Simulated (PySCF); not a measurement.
cyclobutene (C4H6), SMILES C1C=CC1. Geometry: B3LYP-D3(BJ)/def2-SVP.

Computed equilibrium geometry at B3LYP-D3(BJ)/def2-SVP (PySCF confirms it by a frequency run) as Cartesian coordinates in Å, and its point group:
point group C2v.
```xyz
10

C      0.0000     0.6719    -0.8142
C      0.0000    -0.6719    -0.8142
C      0.0000    -0.7848     0.6995
C      0.0000     0.7848     0.6995
H      0.0000     1.4247    -1.6076
H      0.0000    -1.4247    -1.6076
H      0.8948    -1.2492     1.1479
H     -0.8948    -1.2492     1.1479
H     -0.8948     1.2492     1.1479
H      0.8948     1.2492     1.1479
```
Charge 0, spin multiplicity 1.
